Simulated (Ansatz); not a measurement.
One change: `ClC[CH2][InH2]` becomes `[CH3][AlH][CH2]CCl`.

Ansatz, PBE0-D4/def2-TZVP geometries, multiplicity 1. Each molecule was computed in one conformer, which needn't be the lowest.

Elements past krypton have def2 core potentials.

```
                                      property  `ClC[CH2][InH2]`
         LUMO energy (ωB97M-V/def2-TZVPP) / eV              0.32
           LUMO energy (B3LYP/def2-TZVPP) / eV             -1.33
size of the dipole moment (PBE/def2-TZVPP) / D              2.14
         HOMO–LUMO gap (B3LYP/def2-TZVPP) / eV              5.74
             HOMO energy (PBE/def2-TZVPP) / eV             -6.14
       HOMO–LUMO gap (ωB97M-V/def2-TZVPP) / eV              9.75
```

Q: Give the same properties after the change, and the shifts. (Estimate.)

A: Ansatz gave: 
```
                                      property  `[CH3][AlH][CH2]CCl`  shift
         LUMO energy (ωB97M-V/def2-TZVPP) / eV                  0.36   0.04
           LUMO energy (B3LYP/def2-TZVPP) / eV                 -1.41  -0.08
size of the dipole moment (PBE/def2-TZVPP) / D                  2.26   0.12
         HOMO–LUMO gap (B3LYP/def2-TZVPP) / eV                  6.03   0.29
             HOMO energy (PBE/def2-TZVPP) / eV                 -6.40  -0.26
       HOMO–LUMO gap (ωB97M-V/def2-TZVPP) / eV                 10.22   0.47
```

With PBE0 the HOMO falls by 0.39 eV and the LUMO falls by 0.10 eV, so the gap widens by about 0.29 eV. PBE moves the HOMO by -0.26 eV and ωB97M-V by -0.43 eV. Dipoles are sizes alone; their direction can turn.

B3LYP here is the variant with VWN-RPA as its local correlation; programs differ in this.
